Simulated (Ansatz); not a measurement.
The cluster Au₄Cl₃, relaxed as a doublet with UKS r2SCAN-D4/def2-SVP in Ansatz, starting from the GFN2-xTB geometry. Force threshold 0.02 eV/Å.

In the def2 sets Au takes a core potential; there is no spin–orbit coupling. The structure comes from a short search, and lower isomers may exist.

Start:

```xyz
7

Au    0.4308    0.3516    1.5230
Au    0.1081   -0.6656   -1.1570
Au    2.2204   -1.4775    1.0648
Au   -1.6120    1.5177   -0.1215
Cl   -1.6029    0.6175   -2.2342
Cl    1.6851   -2.4292   -1.1620
Cl   -1.2296    2.0855    2.0869
```

```
        step  energy (eV)  largest force component (eV/Å)  SCF passes
           1  -52339.6082                           0.601          19
           2  -52339.6878                           0.217          28
           3  -52339.7078                           0.192          27
           4  -52339.7301                           0.097          27
5 (rejected)  -52339.7244                           0.272          25
           6  -52339.7322                           0.018          22
```

Force components are those of the run's own axes.

End:

```xyz
7

Au    0.440    0.370    1.625
Au    0.061   -0.815   -1.526
Au    2.178   -1.465    1.158
Au   -1.564    1.504   -0.069
Cl   -1.674    0.640   -2.254
Cl    1.755   -2.378   -1.100
Cl   -1.196    2.144    2.165
```

By distances, no bond broke or formed, bridged metal pairs apart. The bond that changes most is Au1–Au2, from 2.88 to 3.39 Å (atoms count from 1). Metal–metal contacts that move far: Au1–Au2 2.88 to 3.39 Å. The end is the same structure that another start reached, the lowest one found.

No frequencies were taken in this run, so the end may be a saddle point.

Run time 90 s (4 threads of Arm Neoverse V1 on a shared host).
